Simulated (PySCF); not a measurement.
4,4'-bipyridine, SMILES c1cc(-c2ccncc2)ccn1 (C10H8N2), singlet, GFN2-xTB optimised geometry.

```
20

C      2.85     2.49    -0.76
C      2.18     1.28    -0.80
C      1.05     1.12     0.00
C      0.29    -0.14     0.00
C      0.94    -1.37     0.00
C      0.17    -2.53     0.00
N     -1.15    -2.53     0.00
C     -1.77    -1.36     0.00
C     -1.11    -0.14     0.00
C      0.66     2.19     0.80
C      1.42     3.35     0.76
N      2.48     3.51     0.00
H      3.73     2.66    -1.38
H      2.51     0.49    -1.45
H      2.02    -1.43     0.01
H      0.64    -3.51     0.00
H     -2.85    -1.40     0.00
H     -1.66     0.78    -0.01
H     -0.20     2.11     1.45
H      1.15     4.21     1.38
```

Density from PBE0/def2-SVP (PySCF) at that geometry.

Minimum of the electron density along straight lines between bonded atoms, close to the bond critical point (lines longer than 1.1 times the sum of covalent radii, or with two minima, are not listed):

```tsv
bond	length / Å	ρ at the minimum / e bohr⁻³	∇²ρ there / e bohr⁻⁵	position (fraction from the first atom)
C1–C2	1.385	0.314	-0.81	0.50
C2–C3	1.394	0.307	-0.77	0.50
C3–C4	1.470	0.271	-0.67	0.50
C4–C5	1.394	0.307	-0.77	0.51
C5–C6	1.385	0.314	-0.81	0.50
C6–N7	1.322	0.351	-0.99	0.35
N7–C8	1.322	0.351	-0.99	0.65
C4–C9	1.394	0.307	-0.77	0.51
C8–C9	1.385	0.314	-0.81	0.50
C3–C10	1.394	0.307	-0.77	0.51
C10–C11	1.385	0.314	-0.81	0.50
C1–N12	1.322	0.351	-0.99	0.35
C11–N12	1.322	0.351	-0.99	0.35
C1–H13	1.082	0.287	-1.13	0.64
C2–H14	1.079	0.284	-1.09	0.63
C5–H15	1.079	0.284	-1.09	0.63
C6–H16	1.082	0.287	-1.13	0.64
C8–H17	1.082	0.287	-1.13	0.64
C9–H18	1.079	0.284	-1.09	0.63
C10–H19	1.079	0.284	-1.09	0.63
C11–H20	1.082	0.287	-1.13	0.64
```
